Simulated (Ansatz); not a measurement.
Consider the homolysis of the N–Si bond: `C=C[SiH2]N[SiH3]` → `C=C[SiH2][NH]`• + `[SiH3]`•.

Gas-phase electronic energies from Ansatz, PBE0-D4/def2-TZVP geometries. CCSD(T)/CBS is the MP2 limit (def2-TZVPP, def2-QZVPP) plus CCSD(T) − MP2 in def2-TZVPP, frozen cores. This one scheme is used for every species. Functionals use def2-TZVPP. No spin–orbit coupling; open shells (•) take unrestricted orbitals. One conformer a species, not always the lowest.

```
        level  ΔE (eV)
  LDA (SPW92)     5.32
       PBE-D4     4.66
    r2SCAN-D4     4.57
       B97M-V     4.72
   r2SCAN0-D4     4.60
          PBE     4.56
       revPBE     4.29
MP2/CBS(def2)     5.30
```

Task: What does CCSD(T)/CBS give? (Estimate.)

Result: Computed: +4.98 eV. The listed levels differ from it by 0.34, -0.32, -0.41, -0.26, -0.38, -0.42, -0.69, 0.32 eV.

Largest T1 diagnostic among the species: 0.015.

The D4 term adds +0.16 eV with B3LYP and +0.09 eV with PBE0; it sums over pairs of atoms, weighted by their polarisabilities, and B3LYP, whose exchange is more repulsive, gets the larger term. In def2-TZVPP, CCSD(T) changes the Hartree–Fock value by +1.16 eV (the triples alone add +0.09 eV) and MP2 by +1.47 eV; breaking electron pairs costs correlation energy, which Hartree–Fock lacks. From BLYP to BHLYP (50 % exact exchange), in def2-TZVPP and without D4, ΔE moves by +0.21 eV.

CCSD(T)/CBS has its own doubt, a few kJ/mol and more with outer-core shells, so smaller differences from it don't rank the levels.

B3LYP here is the variant with VWN-RPA as its local correlation; programs differ in this.
